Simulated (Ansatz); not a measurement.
# Sn2 substitution

Start structure (CH3BrCl (charge -1), closed shell), relaxed at PBE0-D4/def2-TZVPD:

```
6
angstrom
Cl -2.1327 -0.5159 0.4267
C -0.4062 -0.0983 0.0813
Br 2.7659 0.6690 -0.5535
H -0.1804 -0.3769 -0.9418
H -0.2738 0.9689 0.2183
H 0.2272 -0.6470 0.7689
```

The step: [CH₃Cl ([CH3][Cl]) + Br]⁻ → [CH₃Br ([CH3][Br]) + Cl]⁻; bonds formed: C2–Br3; bonds broken: Cl1–C2. Computed with Ansatz 0.2.0 (basis: def2-TZVPPD and def2-QZVPPD); correlated methods freeze the cores. Filled d shells of the heavier atoms are correlated. The def2 sets are not built for correlating such inner shells, so the correlated values are less sure here. Extrapolation: Hartree–Fock as exp(−7.88 √X), correlation as X^−2.97. Energies below are by CCSD(T) at an estimated basis limit (MP2 extrapolated from triple and quadruple zeta, plus CCSD(T) − MP2 in triple zeta).

Task: What are the electronic barrier and the energy of the step, from the start structure to the end structure? (To be estimated.)

Result: By the calculation: Barrier 0.668 eV; step energy 0.274 eV (uphill); reverse barrier, their difference, 0.394 eV. Barrier and step energy count from the start structure, the reverse barrier from the end structure.

The saddle point: One imaginary mode of 381i cm⁻¹.
```csv
pair,start (Å),saddle (Å),end (Å)
C2–Br3,3.32,2.40,1.98
Cl1–C2,1.81,2.36,3.07
```

Zero-point energy (harmonic, PBE0-D4): ZPE is 1.033 eV at the start and 1.004 eV at the saddle, so the barrier goes from 0.668 to 0.639 eV.

The T1 diagnostic stays at or below 0.015.

Labels in which every atom is bracketed show which atoms are joined, not bond orders.

For scale, one of the runs: CCSD(T)/def2-TZVPPD, 196 basis functions, launched by `ansatz run in.yaml --threads 4 --pin off --events-out ev --progress --plain --max-ram 9574MiB`. The run took 45 s on 4 CPU threads of an Arm Neoverse V2 (shared host), with 2.3 GiB of host memory at its peak.
